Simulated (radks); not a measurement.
Results of a calculation; reference values are marked as such.
Charge is removed step by step from the 2p down level of the sulfur ion S3+, starting from [He] 2s2 2p(up 3, down 3) 3s2 3p1. Code: a radial shooting solver on a logarithmic mesh with Libxc functionals. Model: scalar-relativistic Kohn-Sham, BLYP, spin-polarised, spherical densities, finite nucleus; open shells are filled with parallel spins first; Fermi nuclear charge, rms radius 3.2611 fm.

[
 {"removed (e)": "0", "E - E(0) (eV)": "0.000", "eigenvalue (eV)": "-198.20", "E minus straight line (eV)": "0.000"},
 {"removed (e)": "0.125", "E - E(0) (eV)": "25.083", "eigenvalue (eV)": "-203.20", "E minus straight line (eV)": "-2.233"},
 {"removed (e)": "0.25", "E - E(0) (eV)": "50.795", "eigenvalue (eV)": "-208.25", "E minus straight line (eV)": "-3.837"},
 {"removed (e)": "0.375", "E - E(0) (eV)": "77.139", "eigenvalue (eV)": "-213.33", "E minus straight line (eV)": "-4.809"},
 {"removed (e)": "0.5", "E - E(0) (eV)": "104.12", "eigenvalue (eV)": "-218.45", "E minus straight line (eV)": "-5.143"},
 {"removed (e)": "0.625", "E - E(0) (eV)": "131.75", "eigenvalue (eV)": "-223.62", "E minus straight line (eV)": "-4.834"},
 {"removed (e)": "0.75", "E - E(0) (eV)": "160.02", "eigenvalue (eV)": "-228.82", "E minus straight line (eV)": "-3.877"},
 {"removed (e)": "0.875", "E - E(0) (eV)": "188.95", "eigenvalue (eV)": "-234.06", "E minus straight line (eV)": "-2.267"},
 {"removed (e)": "1", "E - E(0) (eV)": "218.53", "eigenvalue (eV)": "-239.34", "E minus straight line (eV)": "0.000"}
]

Removing the whole electron costs 218.53 eV by Delta-SCF, against 198.20 eV from minus the eigenvalue at the starting occupation. Slater's transition state (half an electron removed) gives 218.45 eV. Integrating minus the eigenvalue over the occupation (Janak's theorem) gives 218.56 eV. In this scalar-relativistic scheme the density is built from large components alone, so the theorem holds only approximately. The mean slope of the eigenvalue, de/dn, is 41.1 eV per electron.
